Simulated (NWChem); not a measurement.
System: MoH2S2O2; SMILES [OH][Mo]([OH])(=[S])=[S]

Here is an NWChem input.

```
start job
memory heap 200 mb stack 900 mb global 1100 mb
geometry units angstroms
  Mo    -0.290495     0.063350    -0.038785
  S      1.371928     0.708376    -1.253657
  S      0.598823    -1.137856     1.517345
  O     -1.179139    -1.072484    -1.043661
  H     -1.607083    -1.730247    -1.601489
  O     -0.857774     1.516382     0.771121
  H     -1.104205     2.321109     1.238717
end
basis spherical
  * library def2-svp
end
ecp
  Mo library def2-ecp
end
dft
  xc pbe0
  iterations 150
end
driver
  maxiter 120
end
task dft optimize
```

Excerpt of the output:

```
             Northwest Computational Chemistry Package (NWChem) 7.3.0
             --------------------------------------------------------

 C2V symmetry detected

                             Geometry "geometry" -> ""
                             -------------------------

 Output coordinates in angstroms (scale by  1.889725989 to convert to a.u.)

  No.       Tag          Charge          X              Y              Z
 ---- ---------------- ---------- -------------- -------------- --------------
    1 Mo                  42.0000     0.00000000     0.00000000    -0.30348432
    2 S                   16.0000     1.70914569     0.00000000     1.01344158
    3 S                   16.0000    -1.70914569     0.00000000     1.01344158
    4 O                    8.0000     0.00000000    -1.58894116    -1.05487296
    5 H                    1.0000     0.00000000    -2.48662124    -1.40291098
    6 O                    8.0000     0.00000000     1.58894116    -1.05487296
    7 H                    1.0000     0.00000000     2.48662124    -1.40291098

 Effective nuclear repulsion energy (a.u.)     705.1991347890

      Symmetry information
      --------------------

 Group name             C2v
 Group number             16
 Group order               4
 No. of unique centers     4

                                Z-matrix (autoz)
                                --------

 Units are Angstrom for bonds and degrees for angles

      Type          Name      I     J     K     L     M      Value
      ----------- --------  ----- ----- ----- ----- ----- ----------
    1 Stretch                  1     2                       2.15765
    2 Stretch                  1     3                       2.15765
    3 Stretch                  1     4                       1.75765
    4 Stretch                  1     6                       1.75765
    5 Stretch                  4     5                       0.96279
    6 Stretch                  6     7                       0.96279
    7 Bend                     2     1     3               104.77027
    8 Bend                     2     1     4               105.12485
    9 Bend                     2     1     6               105.12485
   10 Bend                     3     1     4               105.12485
   11 Bend                     3     1     6               105.12485
   12 Bend                     4     1     6               129.38234
   13 Bend                     5     1     2               104.28887
   14 Bend                     5     1     3               104.28887
   15 Bend                     5     1     6               130.83919
   16 Bend                     7     1     2               104.28887
   17 Bend                     7     1     3               104.28887
   18 Bend                     7     1     4               130.83919
   19 Torsion                  1     2     4     5        -175.16718
   20 Torsion                  1     2     6     7         175.16718
   21 Torsion                  1     3     4     5         175.16718
   22 Torsion                  1     3     6     7        -175.16718
   23 Torsion                  1     4     6     7         180.00000
   24 Torsion                  1     6     4     5         180.00000

                           NWChem Geometry Optimization
                           ----------------------------

 maximum gradient threshold         (gmax) =   0.000450
 rms gradient threshold             (grms) =   0.000300
 maximum cartesian step threshold   (xmax) =   0.001800
 rms cartesian step threshold       (xrms) =   0.001200
 fixed trust radius                (trust) =   0.300000
 source of zmatrix                         =   autoz

          -------------------
          Energy Minimization
          -------------------

 Using diagonal initial Hessian
 Scaling for Hessian diagonals: bonds = 1.00  angles = 0.25  torsions = 0.10

          --------
          Step   0

                                 NWChem DFT Module
                                 -----------------

 Summary of "ao basis" -> "ao basis" (spherical)
 ------------------------------------------------------------------------------
       Tag                 Description            Shells   Functions and Types
 ---------------- ------------------------------  ------  ---------------------
 Mo                         def2-svp                11       31   5s3p2d1f
 S                          def2-svp                 8       18   4s3p1d
 O                          def2-svp                 6       14   3s2p1d
 H                          def2-svp                 3        5   2s1p

      Symmetry analysis of basis
      --------------------------

        a1         41
        a2         13
        b1         25
        b2         26

            General Information
            -------------------
          SCF calculation type: DFT
          Wavefunction type:  closed shell.
          No. of atoms     :     7
          No. of electrons :    64
           Alpha electrons :    32
            Beta electrons :    32
          Charge           :     0
          Spin multiplicity:     1
          Use of symmetry is: on ; symmetry adaption is: on
          Maximum number of iterations: 150
          AO basis - number of functions:   105
                     number of shells:    45
          Convergence on energy requested:  1.00D-06
          Convergence on density requested:  1.00D-05
          Convergence on gradient requested:  5.00D-04

              XC Information
              --------------
                         PBE0 Method XC Functional
                     Hartree-Fock (Exact) Exchange  0.250
          PerdewBurkeErnzerhof Exchange Functional  0.750
            Perdew 1991 LDA Correlation Functional  1.000 local
           PerdewBurkeErnz. Correlation Functional  1.000 non-local

             Grid Information
             ----------------
          Grid used for XC integration:  medium
          Radial quadrature: Mura-Knowles
          Angular quadrature: Lebedev.
          Tag              B.-S. Rad. Rad. Pts. Rad. Cut. Ang. Pts.
          ---              ---------- --------- --------- ---------
          Mo                  1.45      123           9.0       590
          S                   1.00       88          10.0       590
          O                   0.60       49          11.0       434
          H                   0.35       45          12.0       434
          Grid pruning is: on
          Number of quadrature shells:   305
          Spatial weights used:  Erf1

      Superposition of Atomic Density Guess
      -------------------------------------

 Sum of atomic energies:       -1022.36749060

      Non-variational initial energy
      ------------------------------

 Total energy =   -1013.222022
 1-e energy   =   -2096.579379
 2-e energy   =     743.687009
 HOMO         =      -0.308158
 LUMO         =      -0.066214

      Symmetry analysis of molecular orbitals - initial
      -------------------------------------------------

  Numbering of irreducible representations:

     1 a1          2 a2          3 b1          4 b2

  Orbital symmetries:

     1 a1          2 b1          3 a1          4 b2          5 a1
     6 b1          7 a1          8 b1          9 a1         10 b2
    11 a2         12 b1         13 a1         14 b2         15 a1
    16 b1         17 a1         18 b2         19 a1         20 b1
    21 a1         22 b2         23 a2         24 a1         25 b1
    26 b2         27 a1         28 a1         29 b1         30 b2
    31 a2         32 b1         33 a1         34 a2         35 b2
    36 b1         37 a1         38 a1         39 b2         40 a1
    41 b1         42 a1

[...]

      ----------------------
      Optimization converged
      ----------------------

  Step       Energy      Delta E   Gmax     Grms     Xrms     Xmax
  ---- ---------------- -------- -------- -------- -------- --------
@    9   -1015.57192112 -8.9D-08  0.00001  0.00000  0.00044  0.00095
                                     ok       ok       ok       ok

                                Z-matrix (autoz)
                                --------

 Units are Angstrom for bonds and degrees for angles

      Type          Name      I     J     K     L     M      Value     Gradient
      ----------- --------  ----- ----- ----- ----- ----- ---------- ----------
    1 Stretch                  1     2                       2.10907   -0.00000
    2 Stretch                  1     3                       2.10907   -0.00000
    3 Stretch                  1     4                       1.84639    0.00001
    4 Stretch                  1     6                       1.84639    0.00001
    5 Stretch                  4     5                       0.96422    0.00001
    6 Stretch                  6     7                       0.96422    0.00001
    7 Bend                     2     1     3               107.16395   -0.00000
    8 Bend                     2     1     4               109.98679   -0.00000
    9 Bend                     2     1     6               109.98679   -0.00000
   10 Bend                     3     1     4               109.98679   -0.00000
   11 Bend                     3     1     6               109.98679   -0.00000
   12 Bend                     4     1     6               109.69643    0.00000
   13 Bend                     5     1     2               101.06430   -0.00000
   14 Bend                     5     1     3               101.06430   -0.00000
   15 Bend                     5     1     6               125.98801    0.00000
   16 Bend                     7     1     2               101.06430   -0.00000
   17 Bend                     7     1     3               101.06430   -0.00000
   18 Bend                     7     1     4               125.98801    0.00000
   19 Torsion                  1     2     4     5        -137.79380   -0.00000
   20 Torsion                  1     2     6     7         137.79380    0.00000
   21 Torsion                  1     3     4     5         137.79380    0.00000
   22 Torsion                  1     3     6     7        -137.79380   -0.00000
   23 Torsion                  1     4     6     7           0.00000    0.00000
   24 Torsion                  1     6     4     5           0.00000    0.00000

                         Geometry "geometry" -> "geometry"
                         ---------------------------------

 Output coordinates in angstroms (scale by  1.889725989 to convert to a.u.)

  No.       Tag          Charge          X              Y              Z
 ---- ---------------- ---------- -------------- -------------- --------------
    1 Mo                  42.0000     0.00000000     0.00000000    -0.27123790
    2 S                   16.0000     1.69718514     0.00000000     0.98085922
    3 S                   16.0000    -1.69718514     0.00000000     0.98085922
    4 O                    8.0000     0.00000000    -1.50966230    -1.33428602
    5 H                    1.0000     0.00000000    -2.44671851    -1.10703876
    6 O                    8.0000     0.00000000     1.50966230    -1.33428602
    7 H                    1.0000     0.00000000     2.44671851    -1.10703876

 Effective nuclear repulsion energy (a.u.)     702.0061644778

      Symmetry information
      --------------------

 Group name             C2v
 Group number             16
 Group order               4
 No. of unique centers     4

                Final and change from initial internal coordinates
                --------------------------------------------------

                                Z-matrix (autoz)
                                --------

 Units are Angstrom for bonds and degrees for angles

      Type          Name      I     J     K     L     M      Value       Change
      ----------- --------  ----- ----- ----- ----- ----- ---------- ----------
    1 Stretch                  1     2                       2.10907   -0.04858
    2 Stretch                  1     3                       2.10907   -0.04858
    3 Stretch                  1     4                       1.84639    0.08874
    4 Stretch                  1     6                       1.84639    0.08874
    5 Stretch                  4     5                       0.96422    0.00143
    6 Stretch                  6     7                       0.96422    0.00143
    7 Bend                     2     1     3               107.16395    2.39368
    8 Bend                     2     1     4               109.98679    4.86194
    9 Bend                     2     1     6               109.98679    4.86194
   10 Bend                     3     1     4               109.98679    4.86194
   11 Bend                     3     1     6               109.98679    4.86194
   12 Bend                     4     1     6               109.69643  -19.68591
   13 Bend                     5     1     2               101.06430   -3.22456
   14 Bend                     5     1     3               101.06430   -3.22456
   15 Bend                     5     1     6               125.98801   -4.85118
   16 Bend                     7     1     2               101.06430   -3.22456
   17 Bend                     7     1     3               101.06430   -3.22456
   18 Bend                     7     1     4               125.98801   -4.85118
   19 Torsion                  1     2     4     5        -137.79380   37.37339
   20 Torsion                  1     2     6     7         137.79380  -37.37339
   21 Torsion                  1     3     4     5         137.79380  -37.37339
   22 Torsion                  1     3     6     7        -137.79380   37.37339
   23 Torsion                  1     4     6     7           0.00000 -180.00000
   24 Torsion                  1     6     4     5           0.00000 -180.00000

 ==============================================================================
                                internuclear distances
 ------------------------------------------------------------------------------
       center one      |      center two      | atomic units |  angstroms
 ------------------------------------------------------------------------------
    2 S                |   1 Mo               |     3.98557  |     2.10907
    3 S                |   1 Mo               |     3.98557  |     2.10907
    4 O                |   1 Mo               |     3.48917  |     1.84639
    5 H                |   4 O                |     1.82211  |     0.96422
    6 O                |   1 Mo               |     3.48917  |     1.84639
    7 H                |   6 O                |     1.82211  |     0.96422
 ------------------------------------------------------------------------------
                         number of included internuclear distances:          6
 ==============================================================================
```

Level: PBE0/def2-SVP with def2 effective core potentials on Mo. Not confirmed as a minimum by frequencies. def2 effective core potentials on Mo; no spin-orbit coupling.
